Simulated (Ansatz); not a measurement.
C₂H₅NSi (`C1=C[SiH2]N1`), relaxed with RKS PBE-D4/def2-SVP in Ansatz from a rough embedded geometry. The force threshold is 0.03 eV/Å; the program also tests the step.

Charge 0, multiplicity 1.

Start:

```xyz
9

C     0.419    0.056   -0.998
C    -0.737   -0.467   -0.704
Si   -0.411    0.064    1.001
N     0.725    0.670    0.067
H     0.970    0.008   -2.021
H    -1.481   -1.061   -1.249
H    -1.307    1.128    1.561
H     0.076   -0.983    1.910
H     1.746    0.585    0.433
```

Question: How much energy does the relaxation release, and in how many steps? (Estimate.)

Answer: The calculation gave: 201.16 kJ/mol, in 7 steps, 1 of them rejected.

Question: Which bonds change most? (An estimate is asked.)

Answer: Computed: Si3–N4 from 1.590 to 1.812 Å; C1–N4 from 1.267 to 1.414 Å; C1–C2 from 1.302 to 1.373 Å.

Question: Give the relaxed structure. (Estimate.)

Answer: Computed: 
```xyz
9

C     0.413    0.014   -1.031
C    -0.799   -0.549   -0.716
Si   -0.482    0.044    1.016
N     0.912    0.729    0.082
H     0.969   -0.001   -1.990
H    -1.518   -1.045   -1.374
H    -1.356    1.067    1.690
H    -0.056   -0.969    2.045
H     1.917    0.710    0.277
```
